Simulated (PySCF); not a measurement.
## Bond curve of CrB

Set-up: basis Cr def2-TZVPP, B def2-TZVPP; no relativity; PySCF 2.14. Energies in eV from Cr (3d5 4s1) + B in their ground configurations at the same level. All curves are PBE0. state 1: Ms = 2.5 determinant of mixed spin (⟨S²⟩ near 9.5), unpaired electrons σ ↑↑, π ↑, δ ↑↑; state 2: Ms = 2.5 determinant of mixed spin (⟨S²⟩ near 9.1), unpaired electrons σ ↑, π ↑↑, δ ↑↑, a second solution, started from another occupation; state 3: ⁸Π (octet), unpaired electrons σ ↑↑, π ↑↑↑, δ ↑↑, a second solution, started from another occupation; state 4: Ms = 1.5 determinant of mixed spin (⟨S²⟩ near 5.5), unpaired electrons π ↑, δ ↑↑, a second solution, started from another occupation.

```csv
R (Å),state 1,state 2,state 3,state 4
1.749,-0.947,-0.348,-0.184,-0.5370
1.831,-1.190,-0.726,-0.661,-0.7520
1.912,-1.323,-0.990,-0.969,-0.8741
1.973,-1.370,-1.125,-1.117,-0.9176
2.034,-1.382,-1.215,-1.211,-0.9282
2.095,-1.369,-1.270,-1.262,-0.9121
2.176,-1.321,-1.298,-1.279,-0.8584
2.278,-1.230,-1.280,-1.245,-0.7534
2.400,-1.097,-1.208,-1.153,-0.5925
2.563,-0.907,-1.065,-0.989,-0.3508
```

Problem. Put a parabola through the three lowest points of the state 1 curve and estimate Re, k and ωe (reduced mass 9.084 u; 1 eV/Å² = 0.16022 mdyn/Å; ωe = 1302.8·√(k/μ) cm⁻¹).

Solution. Through R = 1.973, 2.034, 2.095 Å the second-order coefficient is 3.36 eV/Å², so Re ≈ 2.033 Å, k ≈ 1.08 mdyn/Å and ωe ≈ 448 cm⁻¹. A polynomial fit of higher order to the unrounded PBE0 energies gives Re = 2.030 Å, k = 1.14 mdyn/Å, ωe = 461 cm⁻¹; anharmonicity and rounding make the difference.

The higher-order fit for each curve: state 1: Re = 2.030 Å, ωe = 461 cm⁻¹, De = 1.38 eV; state 2: Re = 2.191 Å, ωe = 404 cm⁻¹, minimum 1.30 eV below the ground-state fragments; state 3: Re = 2.166 Å, ωe = 441 cm⁻¹, minimum 1.28 eV below the ground-state fragments; state 4: Re = 2.026 Å, ωe = 469 cm⁻¹, minimum 0.93 eV below the ground-state fragments.

The metal atom is held in its measured ground configuration; semilocal functionals can put another filling of s and d lower by some tenths of an eV, and De to that atom would be smaller. ⟨S²⟩ of the unrestricted solution departs from its pure value on part of the curve, where spin states mix. With d or f electrons several states lie close, and the lowest PBE0 determinant need not be the measured ground state.
